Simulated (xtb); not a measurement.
C$_{3}$H$_{9}$B, charge -1, doublet, at a GFN2-xTB geometry (a state made from the parent by changing its charge; the spin is typed, not shown lowest), atoms displaced at random by about 0.05 Å a coordinate. Base run: xtb with GFN1-xTB.

Input for xtb:
```
$ xtb mol.xyz --gfn 1 --chrg -1 --uhf 1 --opt --json

# file mol.xyz
13

B      0.06021917     0.35404077     0.17091073
C      1.59999499    -0.20676496    -0.40918437
H      1.33902935    -1.04835797    -0.98554716
H      2.38847439    -0.39327167     0.39224574
H      1.93576461     0.58974576    -1.06567960
C     -0.52965317    -0.67336868     1.27476575
H     -0.76587843    -1.67257745     0.98492399
H     -1.41849495    -0.32669391     1.75397378
H      0.15572951    -0.88052801     2.22457423
C     -0.98958998     0.79633063    -0.97856529
H     -1.87874927     1.17434811    -0.55739976
H     -1.33724183    -0.08923880    -1.65729307
H     -0.55762446     1.52974696    -1.70276992
```

Variants of this job, named by their change:

```
change               ΔE vs base (kcal/mol)  optimiser steps
-------------------  ---------------------  ---------------
base                                 0.000                7
engine = inertial                    0.025                -
opt level = extreme                 -0.002               19
engine = lbfgs                       0.001                -
opt level = lax                      0.001                6
opt level = tight                    0.000                8
opt level = loose                    0.006                5
opt level = sloppy                   0.006                5
alpb = acetonitrile                 -50.26                7
opt level = vtight                  -0.002               16
```
